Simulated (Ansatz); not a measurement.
Program: Ansatz. Geometries: PBE0-D4/def2-TZVP. ΔE: electronic, gas phase. CBS: MP2 limit from def2 TZ/QZ plus the TZ coupled-cluster correction, frozen cores. This one scheme is used for every species, atoms too. Functionals use def2-TZVPP. HSE06 is defined as in plane-wave codes. Open shells (•) are unrestricted, without spin–orbit coupling. Spin–orbit coupling would lower the free atoms: a little for Cl; clearly for Ge. For Ge outer-core shells are correlated without core-valence functions, so the limit isn't a true one: a few kJ/mol of doubt a bond, and 10 to 20 or more in all where bonds break to atoms. Scalar relativity is left out up to krypton. Each species was taken in one conformer, which may not be the lowest.

`[NH][GeH2][Cl]`• → Cl• + Ge• + 3 H• + N•  (atomization)

`[NH][GeH2][Cl]`•:

Cartesian coordinates in Å:
```
N -1.086 0.859 0.560
Ge 0.383 0.077 -0.248
Cl 0.418 -2.070 0.012
H -1.666 0.148 1.015
H 1.647 0.636 0.414
H 0.304 0.352 -1.753
```

| level | ΔE (kJ/mol) | difference from CCSD(T)/CBS |
| --- | --- | --- |
| PBE-D4 | 1608.0 | 25.9 |
| BLYP-D4 | 1581.1 | -1.0 |
| B97M-V | 1614.0 | 31.9 |
| r2SCANh-D4 | 1580.9 | -1.2 |
| r2SCAN0-D4 | 1561.7 | -20.4 |
| HSE06-D4 | 1576.4 | -5.7 |
| CAM-B3LYP-D4 | 1586.0 | 3.9 |
| ωB97M-V | 1579.1 | -3.0 |
| BLYP | 1557.0 | -25.1 |
| r2SCAN | 1592.2 | 10.1 |
| CCSD(T)/def2-SVP | 1429.7 | -152.4 |
| SCS-MP2/def2-TZVPP | 1546.0 | -36.1 |
| CCSD/def2-TZVPP | 1509.3 | -72.8 |
| CCSD(T)/def2-TZVPP | 1536.4 | -45.7 |
| HF/def2-QZVPP | 1070.3 | -511.8 |
| CCSD/CBS(def2) | 1554.9 | -27.2 |
| CCSD(T)/CBS | 1582.1 | 0 |

Largest T1 diagnostic among the species: 0.012.

Leaving LDA and LC-ωPBE aside and taking each functional with its dispersion term where it has one, the values, not all of them listed here, spread over 78.6 kJ/mol, from BHLYP-D4 to B97M-V. LDA lies +227.5 kJ/mol from PBE without D4, its usual overbinding. From PBE to PBE0 (25 % exact exchange), in def2-TZVPP and without D4, ΔE moves by −30.7 kJ/mol: exact exchange takes away binding that semilocal exchange gives to molecules. In def2-TZVPP, CCSD(T) changes the Hartree–Fock value by +468.3 kJ/mol (the triples alone add +27.1 kJ/mol) and MP2 by +467.9 kJ/mol; breaking electron pairs costs correlation energy, which Hartree–Fock lacks.

For atomizations the MP2-based limit and the directly extrapolated one differ by several kJ/mol either way, and by 10 to 25 for some Ge, Se and Sn compounds, so smaller differences from it don't rank the levels.
